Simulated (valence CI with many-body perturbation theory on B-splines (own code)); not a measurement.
The numbers below are computed, except where a source is named.
# Hyperfine factors and g values of Hf LXVIII

Level of theory: relativistic CI+MBPT: three valence electrons over a frozen Dirac-Fock core [He], a basis of 11 s, 11 p, 10 d, 8 f, 5 g, 2 h functions for each j, with the one-electron correlation potential Σ1, the two-electron term Σ2, the three-electron term Σ3, Breit, model QED; selected CI, second order for the rest, scaled by the run's own slope (own B-spline code, finite nucleus).

The last digits are not significant, and no measured levels were compared; by estimate large intervals hold to a few tenths of a per cent, small ones and those within an open d or f shell to about a per cent.

A/g_I is the dipole constant over the nuclear g factor μ/I (μ in nuclear magnetons, uniformly magnetised nucleus), B/Q the quadrupole constant per barn. Both hold the static response of the core; the bare values leave it out. Large factors of s and p1/2 electrons are usually good to 5 to 10 %; those of open d and f shells near neutrality can be off by tens of per cent, and small factors of p3/2, d and f electrons come from cancelling terms and can be off by a factor of two or in sign, in half-filled shells by more. B is blank for J = 1/2, where it vanishes, and for nearly pure S terms. Energies count from the lowest level.

Levels are named by their leading jj configuration (3d3/2^4 stands for four electrons in 3d with j = 3/2), which in mixed levels can hold well under half, so a name can repeat and another be missing. Letters in brackets count levels of one name in rising energy.

| Level | E (Ry) | g | A/g_I (MHz) | A/g_I bare | B/Q (MHz/b) | B/Q bare |
| --- | --- | --- | --- | --- | --- | --- |
| (2s^2 2p1/2) J=1/2 | 0.00 | 0.618 | 6760000 | 6730000 |  |  |
| (2s 2p1/2^2) J=1/2 | 19.01 | 2.036 | 2.05e+07 | 2.02e+07 |  |  |
| (2s^2 2p3/2) J=3/2 | 94.89 | 1.299 | 783000 | 800000 | 1550000 | 1550000 |
| (2s 2p1/2 2p3/2) J=3/2 [a] | 108.26 | 1.621 | 4930000 | 4900000 | 1210000 | 1220000 |
| (2s 2p1/2 2p3/2) J=5/2 | 111.21 | 1.309 | 5930000 | 5890000 | 1330000 | 1330000 |
| (2s 2p1/2 2p3/2) J=1/2 | 116.35 | 1.267 | -7710000 | -7580000 |  |  |
| (2s 2p1/2 2p3/2) J=3/2 [b] | 116.50 | 0.973 | 38200 | 75600 | 788000 | 789000 |
| (2p1/2^2 2p3/2) J=3/2 | 136.26 | 1.314 | 729000 | 764000 | 1490000 | 1490000 |
| (2s 2p3/2^2) J=5/2 | 204.46 | 1.416 | 4760000 | 4740000 | 210000 | 210000 |
| (2s 2p3/2^2) J=1/2 | 212.23 | 1.917 | 2.07e+07 | 2.05e+07 |  |  |
| (2s 2p3/2^2) J=3/2 | 212.28 | 1.169 | -3200000 | -3130000 | -162000 | -162000 |
| (2p1/2 2p3/2^2) J=3/2 | 227.65 | 1.434 | -461000 | -411000 | 82400 | 82500 |
| (2p1/2 2p3/2^2) J=5/2 | 229.31 | 1.163 | 1950000 | 1970000 | -4540 | -4540 |
| (2p1/2 2p3/2^2) J=1/2 | 233.41 | 0.618 | 6780000 | 6740000 |  |  |
| (2p3/2^3) J=3/2 | 325.64 | 1.286 | 759000 | 791000 | -1570000 | -1580000 |
| (2s^2 3s) J=1/2 | 732.82 | 1.982 | 6100000 | 6050000 |  |  |
| (2s^2 3p1/2) J=1/2 | 739.13 | 0.660 | 2040000 | 2030000 |  |  |
| (2s 2p1/2 3s) J=1/2 [a] | 745.53 | 2.350 | 1.17e+07 | 1.16e+07 |  |  |
| (2s 2p1/2 3s) J=3/2 | 747.53 | 1.531 | 1.12e+07 | 1.10e+07 | -121000 | -122000 |
| (2s 2p1/2 3s) J=1/2 [b] | 749.73 | 0.700 | 1.06e+07 | 1.05e+07 |  |  |
| (2s 2p1/2 3p1/2) J=1/2 [a] | 750.85 | 0.263 | -1200000 | -1160000 |  |  |
| (2s 2p1/2 3p1/2) J=3/2 | 752.91 | 1.088 | 9840000 | 9750000 | -120000 | -121000 |
| (2s 2p1/2 3p1/2) J=1/2 [b] | 756.13 | 1.914 | 2.09e+07 | 2.06e+07 |  |  |
| (2s^2 3p3/2) J=3/2 | 767.16 | 1.320 | 266000 | 272000 | 469000 | 469000 |
| (2p1/2^2 3s) J=1/2 | 768.36 | 1.972 | 5630000 | 5580000 |  |  |
| (2s^2 3d3/2) J=3/2 | 771.37 | 0.786 | 157000 | 157000 | 88600 | 89300 |
| (2p1/2^2 3p1/2) J=1/2 | 773.40 | 0.643 | 1940000 | 1930000 |  |  |
| (2s^2 3d5/2) J=5/2 | 778.84 | 1.192 | 316000 | 314000 | 130000 | 130000 |
| (2s 2p1/2 3p3/2) J=3/2 [a] | 779.75 | 1.388 | 958000 | 956000 | 463000 | 464000 |
| (2s 2p1/2 3p3/2) J=5/2 | 782.16 | 1.309 | 5380000 | 5330000 | 328000 | 328000 |
| (2s 2p1/2 3p3/2) J=3/2 [b] | 782.33 | 1.242 | 3110000 | 3090000 | 191000 | 191000 |
| (2s 2p1/2 3p3/2) J=1/2 | 782.71 | 1.338 | -8460000 | -8370000 |  |  |
| (2s 2p1/2 3d3/2) J=3/2 [a] | 783.07 | 0.570 | -1750000 | -1720000 | 93900 | 94600 |
| (2s 2p1/2 3d3/2) J=5/2 | 785.32 | 1.004 | 5510000 | 5460000 | -21500 | -21000 |
| (2s 2p1/2 3d3/2) J=3/2 [b] | 786.64 | 1.159 | 5530000 | 5470000 | 103000 | 103000 |
| (2s 2p1/2 3d3/2) J=1/2 | 786.95 | 0.435 | -8820000 | -8740000 |  |  |
| (2s 2p1/2 3d5/2) J=5/2 [a] | 791.44 | 1.302 | 1320000 | 1310000 | 102000 | 103000 |
| (2s 2p1/2 3d5/2) J=7/2 | 793.55 | 1.222 | 3980000 | 3940000 | -28000 | -27300 |
| (2s 2p1/2 3d5/2) J=5/2 [b] | 794.41 | 1.073 | 439000 | 440000 | 187000 | 188000 |
| (2s 2p1/2 3d5/2) J=3/2 | 794.46 | 1.115 | -5190000 | -5140000 | 48500 | 49000 |

(1) Take the isotope of mass number 179, with I = 9/2, μ = -0.6389 μN and Q = 3.79 b. What is the hyperfine structure of (2s 2p1/2 2p3/2) J=3/2 [a]?

Results:

(1) From the table A = -699000 MHz, B = 4600000 MHz. Shifts from the centre of gravity in MHz: F = 3: 7880000, F = 4: 2010000, F = 5: -2440000, F = 6: -3570000.
